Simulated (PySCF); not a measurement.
**Assigning NMR signals**

Numbering as in the mapped SMILES `[CH3:1][C@H:2]1[SiH2:3][Si@H:4]([C:5]([F:6])=[C:7]([F:8])[F:9])[SiH2:10]1`; H(Xn) means a hydrogen on atom n. Ha(Si3), Ha(Si10) are cis to C1 on the ring; Hb(Si3), Hb(Si10) are trans to C1 on the ring.

How the numbers were obtained: structure optimised with GFN2-xTB, NMR shieldings at PBE0/pcSseg-1/GIAO, in PySCF (gas phase, one averaged value for each set of equivalent atoms, single conformer, no relativistic terms).

Shifts are taken against calculated references (same method and geometry level): 13C (186.93 ppm) and 1H (31.72 ppm) against TMS.

**Question.** Assign these signals to the numbered atoms. 13C{1H} NMR (computed): δ 170.8 (C), 135.3 (C), 20.8 (CH3), 8.9 (CH).

**Answer.** 
| δ (ppm) | atoms | environment | reason |
| --- | --- | --- | --- |
| 170.8 | C7 | fully substituted alkene carbon | – |
| 135.3 | C5 | fully substituted alkene carbon | an sp2 carbon of a C=C bond |
| 20.8 | C1 | methyl carbon | saturated and bonded to C and H only |
| 8.9 | C2 | sp3 CH bonded to 2 Si | an electropositive neighbour leaves it electron-rich and shielded |

**Question.** Assign these signals to the numbered atoms. 1H NMR (600 MHz, computed): δ 5.22 (m, 1H), 4.98 (m, 2H), 4.43 (m, 2H), 1.58 (m, 1H), 1.45 (m, 3H).

**Answer.** 
```tsv
δ (ppm)	atoms	environment	reason
5.22	H(Si4)	hydrogen on a silicon bonded to C, 2 Si, in a 4-membered ring	–
4.98	Hb(Si3)/Hb(Si10)	hydrogen on a silicon bonded to C, Si, in a 4-membered ring	–
4.43	Ha(Si3)/Ha(Si10)	hydrogen on a silicon bonded to C, Si, in a 4-membered ring	–
1.58	H(C2)	hydrogen on an sp3 CH bonded to 2 Si	–
1.45	H(C1)	hydrogen on a methyl carbon	–
```

Splittings by 19F in the carbon and heteronuclear signals aren't shown, as no couplings were computed. Shifts are as computed. Against solution values, carbons near 30 ppm lie about +3 ppm off and those near 130 ppm about +5 ppm. Of 1309 compounds with measured shifts, 239 miss one by over three times the rms of a fit or turn the order of signals round; such compounds aren't used in these exercises. Multiplicities follow the n + 1 count of equivalent neighbours, as no J values were calculated; m marks all less simple cases, F and P coupling included.
